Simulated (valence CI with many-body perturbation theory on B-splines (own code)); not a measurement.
**Pt XLVIII in brief**

Computed by configuration interaction combined with many-body perturbation theory (CI+MBPT): three valence electrons over a frozen Dirac-Fock core [Ar] 3d10, radial functions for each j: 11 s, 11 p, 10 d, 8 f, 5 g, 2 h, with the one-electron correlation potential Σ1, the two-electron term Σ2, the three-electron term Σ3, Breit, model QED; selected CI, second order for the rest, scaled by the run's own slope (own B-spline code, finite nucleus).

The last digits are not significant, and no measured levels were compared; by estimate large intervals hold to a few tenths of a per cent, small ones and those within an open d or f shell to about a per cent.

Levels are named by their leading jj configuration (3d3/2^4 stands for four electrons in 3d with j = 3/2), which in mixed levels can hold well under half, so a name can repeat and another be missing.

Rates and lifetimes use the calculated energies. Strong lines usually hold to 10 to 20 %, long lifetimes can be off by a factor of two.

(1) What is the ground level?

(2) Name the longest-lived excited levels whose lifetime is computed, and their main decay.

(3) Among levels below 70.237 Ry, which E1 lines absorb most strongly from the ground level?

(4) Where does the other parity begin?

(5) What is the ionisation energy?

Results:

(1) (4s^2 4p1/2) J=1/2, composition 100 % 4s2.4p 2P°, g = 0.658.

(2) (4s 4p3/2 4d5/2) J=9/2 at 40.061 Ry lives 103 ns, mostly by M1 to (4s 4p1/2 4d5/2) J=7/2; (4s^2 4p3/2) J=3/2 at 9.562 Ry lives 80.3 ns, mostly by M1 to (4s^2 4p1/2) J=1/2.

(3) to (4s^2 4d3/2) J=3/2 at 4.058 nm, f = 0.845; to (4s 4p1/2 4p3/2) J=3/2 at 5.066 nm, f = 0.423; to (4s 4p1/2 4p3/2) J=1/2 at 5.016 nm, f = 0.388.

(4) At (4s 4p1/2^2) J=1/2, 7.881 Ry.

(5) 2604.1 eV; NIST lists 2603 ± 4 eV (theoretical).
